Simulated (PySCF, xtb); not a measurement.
**A geometry optimisation of C2H2BGa with r2SCAN-D4/def2-SVP**

The starting geometry of this gas-phase singlet was built from a drawn formula by distance geometry; its bonds are those of `[B]1=[C]2[CH2][Ga]12`.

```xyz
6

C     0.2391   -1.1496   -0.6768
C     0.5663   -1.5430    0.7360
B    -0.6601   -1.4801   -1.7104
Ga   -0.7886   -2.5536    0.0999
H     0.1377   -0.8118    1.4760
H     1.6708   -1.6830    0.8943
```

Task: Predict what it relaxes into with r2SCAN-D4/def2-SVP.

Result: 2 bonds break, leaving `C=C=[B][Ga]`. Distances that change by over a tenth: C1–C2 (1.50 → 1.32 Å). Contacts that open: C1–Ga4 (1.91 → 3.58 Å), C2–Ga4 (1.81 → 4.91 Å).

The energy falls by 2.76 eV over 32 steps:

| step | E − E(last) (eV) |
| --- | --- |
| 1 | 2.760 |
| 4 | 1.208 |
| 8 | 0.758 |
| 11 | 0.342 |
| 15 | 0.366 |
| 18 | 0.057 |
| 22 | 0.017 |
| 25 | 0.002 |
| 29 | 0.000 |
| 32 | 0.000 |

Final geometry (Å):

```yaml
atoms:
  - { symbol: C, position_ang: [0.2341, -1.3217, -0.0805] }
  - { symbol: C, position_ang: [1.0104, -0.9954, 0.9424] }
  - { symbol: B, position_ang: [-0.5827, -1.6664, -1.1569] }
  - { symbol: Ga, position_ang: [-1.8644, -2.2048, -2.8464] }
  - { symbol: H, position_ang: [0.6943, -0.2781, 1.7172] }
  - { symbol: H, position_ang: [2.0176, -1.4221, 1.0777] }
```

From the same start GFN2-xTB reaches the same bonding as this run.

No frequencies were run, so the end isn't proven a minimum. Run with PySCF 2.14.0, 4.3 min on 2 threads of Intel(R) Xeon(R) Platinum 8259CL CPU @ 2.50GHz (Skylake/Cascade Lake), on a shared host.
